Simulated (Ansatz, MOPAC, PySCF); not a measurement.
Noncovalent pair: CH4 (SMILES C) (first 5 atoms) with CH2O (SMILES C=O); geometry from B3LYP-D3(BJ)/def2-TZVP, rigid monomers moved along the line of their centres of mass till C1···C6 is 3.07 Å.
(charge 0, multiplicity 1):
```
atom    x (Å)    y (Å)    z (Å)
----  -------  -------  -------
C      0.1363   0.1478  -0.1939
H     -0.8637   0.5548  -0.0458
H      0.8224   0.5857   0.5295
H      0.1151  -0.9338  -0.0669
H      0.4731   0.3853  -1.2019
C     -0.6776  -0.1927   2.7460
O      0.2940  -0.0973   3.4420
H     -0.9966  -1.1591   2.3103
H     -1.3116   0.6806   2.4989
```

Monomers are frozen at their geometry in the pair; levels with a basis set take the counterpoise correction. Rows marked so take none.

Rows in 3-21G carry no dispersion term and start afresh at each structure. The state that PM3 reach isn't checked.

Run with Ansatz (Gaussian orbitals); MOPAC for PM3 (differences of heats of formation); PySCF for 3-21G rows, the dispersion terms. Values without a source in brackets are computed.

Q: What interaction energy does PBE-D3(BJ)/def2-TZVPPD give?

A: -0.6 kcal/mol

Q: Predict the interaction energy from PM3.

A: 0.4 kcal/mol

Q: Give the interaction energy at the level HF/3-21G (no counterpoise).

A: 1.1 kcal/mol

Ansatz is a first-principles code.
